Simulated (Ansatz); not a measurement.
Mulliken charges of `[OH][Ge]([F])([Cl])[GeH3]` from ωB97M-V/def2-TZVPP in Ansatz (PBE0-D4/def2-TZVP geometry).

```csv
atom,x (Å),y (Å),z (Å),charge (e)
O1,-1.319,1.331,0.862,-0.402
Ge2,-0.301,-0.097,0.761,0.743
F3,0.786,-0.042,2.114,-0.364
Cl4,-1.501,-1.837,1.150,-0.274
Ge5,0.902,-0.173,-1.335,-0.042
H6,-1.874,1.350,1.647,0.182
H7,-0.132,-0.271,-2.459,0.052
H8,1.732,1.107,-1.455,0.052
H9,1.797,-1.414,-1.302,0.053
```

**Question.** By hand: the dipole of these point charges (1 e Å = 4.8032 D).

**Answer.** Σ q r = (0.231, 0.133, -0.782) e Å, of length 0.826 e Å = 3.97 D.

**Question.** How does the dipole of the full density compare? (Estimate.)

**Answer.** Computed: (0.041, 0.086, -0.397) e Å, 1.96 D; the point charges give 2.03 times that, at 11° from its direction.

Point charges leave out the atoms' own dipoles, such as those of lone pairs, and Mulliken's split depends on the basis, so the two needn't agree.
